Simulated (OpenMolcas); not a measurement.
**Pt5+ in a point-charge field**

Pt5+ among 6 point charges of -1.1 e arranged as an octahedron (Oh), 1.97 Å from the ion.
```
   1.9700    0.0000    0.0000  -1.10
   0.0000    1.9700    0.0000  -1.10
  -1.9700    0.0000    0.0000  -1.10
   0.0000   -1.9700    0.0000  -1.10
   0.0000    0.0000    1.9700  -1.10
   0.0000    0.0000   -1.9700  -1.10
```

```
Program             : OpenMolcas
Method              : CASSCF
Basis               : ANO-RCC-VDZP [7s6p4d2f]
Scalar Hamiltonian  : DKH2, point nucleus
Active space        : 5 electrons in 5 orbitals (5d)
State averaging     : 2S+1 = 6 even, 1 root; 2S+1 = 4 even, 24 roots; 2S+1 = 2 even, 75 roots
Spin-orbit coupling : RASSI with atomic mean-field integrals over the reference wave functions
```

The lowest spin-free states (labels of O, the rotations of Oh), above the lowest:

```json
{"State": "6A1", "Degeneracy": "1", "E (cm-1)": "0.0", "Free-ion L (%)": "S (100)"}
{"State": "4T1", "Degeneracy": "3", "E (cm-1)": "27665", "Free-ion L (%)": "G (77)"}
{"State": "4T2", "Degeneracy": "3", "E (cm-1)": "29486", "Free-ion L (%)": "G (97)"}
{"State": "4E", "Degeneracy": "2", "E (cm-1)": "29999", "Free-ion L (%)": "G (100)"}
{"State": "4A1", "Degeneracy": "1", "E (cm-1)": "30049", "Free-ion L (%)": "G (100)"}
{"State": "4T2", "Degeneracy": "3", "E (cm-1)": "35963", "Free-ion L (%)": "D (94)"}
{"State": "4E", "Degeneracy": "2", "E (cm-1)": "36866", "Free-ion L (%)": "D (100)"}
{"State": "4T1", "Degeneracy": "3", "E (cm-1)": "37292", "Free-ion L (%)": "P (77)"}
{"State": "2T2", "Degeneracy": "3", "E (cm-1)": "39502", "Free-ion L (%)": "I (66)"}
{"State": "2A2", "Degeneracy": "1", "E (cm-1)": "41162", "Free-ion L (%)": "I (82)"}
{"State": "2T1", "Degeneracy": "3", "E (cm-1)": "41428", "Free-ion L (%)": "I (86)"}
{"State": "2T2", "Degeneracy": "3", "E (cm-1)": "41958", "Free-ion L (%)": "I (87)"}
{"State": "2E", "Degeneracy": "2", "E (cm-1)": "42516", "Free-ion L (%)": "I (95)"}
{"State": "2A1", "Degeneracy": "1", "E (cm-1)": "43111", "Free-ion L (%)": "I (100)"}
{"State": "2T2", "Degeneracy": "3", "E (cm-1)": "46271", "Free-ion L (%)": "D (49)"}
{"State": "2E", "Degeneracy": "2", "E (cm-1)": "47604", "Free-ion L (%)": "D (77)"}
{"State": "2T1", "Degeneracy": "3", "E (cm-1)": "49139", "Free-ion L (%)": "F (68)"}
{"State": "4T1", "Degeneracy": "3", "E (cm-1)": "49736", "Free-ion L (%)": "F (99)"}
{"State": "4A2", "Degeneracy": "1", "E (cm-1)": "50112", "Free-ion L (%)": "F (100)"}
{"State": "2T2", "Degeneracy": "3", "E (cm-1)": "50732", "Free-ion L (%)": "G (34)"}
```

The lowest levels with spin-orbit coupling:

| E (cm-1) | Degeneracy | Label | 2S+1 | g |
| --- | --- | --- | --- | --- |
| 0.0 | 2 | Γ7 | 6 (81 %) | 3.19 3.19 3.19 |
| 125.7 | 4 | Γ8 | 6 (83 %) |  |
| 19100 | 2 | Γ7 | 4 (50 %) | 1.94 1.94 1.94 |
| 22131 | 4 | Γ8 | 4 (59 %) |  |
| 27817 | 4 | Γ8 | 4 (82 %) |  |
| 27955 | 2 | Γ7 | 4 (85 %) | 2.97 2.97 2.97 |
| 28482 | 4 | Γ8 | 4 (85 %) |  |
| 28608 | 2 | Γ6 | 4 (88 %) | 1.60 1.60 1.60 |
| 29942 | 4 | Γ8 | 4 (83 %) |  |
| 30059 | 2 | Γ7 | 4 (73 %) | 3.71 3.71 3.71 |
| 30668 | 2 | Γ6 | 4 (79 %) | 3.89 3.89 3.89 |
| 30890 | 4 | Γ8 | 4 (77 %) |  |
| 31583 | 2 | Γ6 | 4 (88 %) | 2.44 2.44 2.44 |
| 31947 | 4 | Γ8 | 4 (85 %) |  |
| 32110 | 4 | Γ8 | 4 (85 %) |  |
| 32703 | 4 | Γ8 | 4 (88 %) |  |
| 33621 | 2 | Γ7 | 4 (83 %) | 2.01 2.01 2.01 |
| 36557 | 2 | Γ6 | 4 | 1.59 1.59 1.59 |
| 37729 | 2 | Γ6 | 4 | 2.56 2.56 2.56 |
| 38862 | 4 | Γ8 | 4 |  |

Powder χT (cm3 K/mol): 1.02 at 2 K, 1.29 at 10 K, 2.6 at 50 K, 3.47 at 100 K, 3.88 at 200 K, 3.96 at 300 K. The effective moment at 300 K is 2.828 √(χT) = 5.63 μB.

A least-squares ligand-field fit to the states below 45000 cm-1, each weighted by its degeneracy and with a free common offset, gives 10Dq = 4502 cm-1, B = 972 cm-1 and C = 4043 cm-1 (C/B = 4.16), with an rms deviation of 48 cm-1.

Without dynamic correlation the repulsion within the d shell is too large (B by tens of per cent), so at a given field states of lower spin stand too high. Point charges give a weaker field than real ligands, and real ions of this kind are as a rule low spin; the high spin found here belongs to the model. This field is weak: 10Dq is about 4502 cm-1, while octahedral complexes of 5d ions of charge 3 and more, computed by the same method with explicit ligands, had a median near 35000 cm-1. Ground spin and moment need not be those of a real site. This is an electrostatic model: the charges have no orbitals. No measured value stands beside these numbers.

The RASSCF and RASSI steps took 26 s on 1 thread of Intel(R) Xeon(R) Platinum 8488C (Sapphire Rapids), with other jobs on the host; the integral step is not counted.
